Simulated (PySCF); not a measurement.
PySCF input file for C₂H₃ClF₂O₂Si, SMILES O=C(C)O[Si](Cl)(F)F, PBE/pcSseg-1. Geometry: ωB97X-D3(BJ)/def2-SVP. One conformer was computed; it need not be the lowest.

```python
import numpy as np
from pyscf import gto, scf, dft
from pyscf.prop.nmr import rks as nmr

mol = gto.M(
    atom='''
    C    -3.14494485    0.21538180    0.45800318
    C    -1.78554846    0.19946360   -0.17520584
    O    -1.49327100    0.60923836   -1.26426027
    O    -0.84280441   -0.35577031    0.64324602
    Si    0.74487374   -0.43352358    0.14591274
    F     0.90071805   -1.33840520   -1.16047366
    F     1.50782902   -1.17502134    1.33971112
    Cl    1.56351658    1.38440021   -0.13300215
    H    -3.86885766    0.66208869   -0.23328187
    H    -3.44076902   -0.81285491    0.71397621
    H    -3.10374778    0.78931503    1.39575671
    ''',
    basis='pcSseg-1',
    charge=0,
    spin=0,
    max_memory=1600,
    verbose=3,
)
mf = dft.RKS(mol, xc='pbe').density_fit(auxbasis='def2-universal-jkfit')
mf.grids.level = 3
mf.conv_tol = 1e-10
mf.max_cycle = 100
mf.kernel()
n = nmr.NMR(mf)
n.verbose = 2
n.max_cycle_cphf = 60
sigma = n.kernel()
print('atom   isotropic/ppm   span/ppm')
for i, s in enumerate(sigma):
    w = np.linalg.eigvalsh((s + s.T) / 2)
    print(f'{mol.atom_symbol(i):2s}{i + 1:3d} {w.mean():14.3f} {w[2] - w[0]:11.3f}')
```

Log of the run:

```
converged SCF energy = -1177.25721966362
atom   isotropic/ppm   span/ppm
C   1        157.893      51.767
C   2          8.485     159.965
O   3       -157.101     603.398
O   4         76.537     193.360
Si  5        396.692      37.659
F   6        281.473     141.237
F   7        290.435     147.573
Cl  8        874.291     264.930
H   9         29.427       9.561
H  10         28.921       8.158
H  11         28.931       7.832
```

The run converged.
